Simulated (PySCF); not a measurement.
Cd(SiH3)2, H6CdSi2, SMILES [SiH3][Cd][SiH3], singlet at its PBE0/def2-SVP optimised geometry (Å):

```
9

Cd     0.0000     0.1158     0.0000
Si     2.5361     0.1158     0.0000
H      3.0979    -1.1854    -0.4916
H      3.0984     0.3407     1.3725
H      3.0984     1.1918    -0.8812
Si    -2.5361     0.1153    -0.0004
H     -3.0984     0.3571     1.3692
H     -3.0979    -1.1918    -0.4759
H     -3.0984     1.1805    -0.8946
```

Method: PBE0/def2-TZVP, def2 effective core potentials past Kr run with PySCF. The core electrons that the potentials of Cd replace are not part of the density.

Map of the Laplacian of the electron density (e/bohr⁵), clipped to [-1.50, 1.50] on the plane z = 0.8 Å:

```
|11111111111111111111111111111|
|11111111111111111111111111111|
|11111111111111111111111111111|
|11111111111111111111111111111|
|11111111111111111111111111111|
|11111111111111111111111111111|
|11111111111111111111111111111|
|11111111111111111111111111111|
|11111111111111111111111111111|
|11111111111111111111111111111|
|11111111111111111111111111111|
|11111111111111111111111111111|
|11111111111112321111111111111|
|11111100111126962111100111111|
|11111100111127972111100111111|
|11111111111113531111111111111|
|11111111111111111111111111111|
|11111111111111111111111111111|
|11111111111111111111111111111|
|11111111111111111111111111111|
|11111111111111111111111111111|
|11111111111111111111111111111|
|11111111111111111111111111111|
|11111111111111111111111111111|
|11111111111111111111111111111|
|11111111111111111111111111111|
|11111111111111111111111111111|
|11111111111111111111111111111|
|11111111111111111111111111111|
```
Scale: ten equal steps from -0.200 (start of '0') to 1.50 (end of '9'), in the order '0123456789'; x runs from -5.50 to 5.50, y from -5.50 (bottom) to 5.50 (top).
